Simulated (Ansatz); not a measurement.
```yaml
crystal:
  periodic: [true, true, true]
  atoms:
    - {symbol: Br, position_ang: [-0.789382, -3.384370, 0.314197]}
    - {symbol: Al, position_ang: [-0.123553, -1.254817, 0.179610]}
    - {symbol: O, position_ang: [-0.968602, 0.125760, -0.445179]}
    - {symbol: Si, position_ang: [0.440173, 0.935506, -0.009619]}
    - {symbol: H, position_ang: [1.201114, 1.544641, -1.133269]}
    - {symbol: H, position_ang: [0.282451, 1.969381, 1.048161]}
basis:
  gaussian: {orbitals: def2-mTZVP}
total_charge: -1
magnetization: {spin_polarized: true, initial_magnetization: 1}
hamiltonian: {xc: {name: B2PLYP}}
```

```sh
$ ansatz run in.yaml --threads 2 --pin off --events-out ev --progress --plain --max-ram 4352MiB
```

Output, abridged:

```
Error: YAML parse error: error: line 2 column 3: crystal: missing field `lattice` (a structure is typed as `lattice` and `atoms`, a molecule's as `atoms` in Å alone, or read from a run's directory, `checkpoint`)
 --> <input>:2:3
1 | crystal:
2 |   periodic: [true, true, true]
3 |   atoms:
4 |     - {symbol: Br, position_ang: [-0.789382, -3.384370, 0.314197]}
```

In this input the molecule is marked periodic without a cell. The program refused the input.
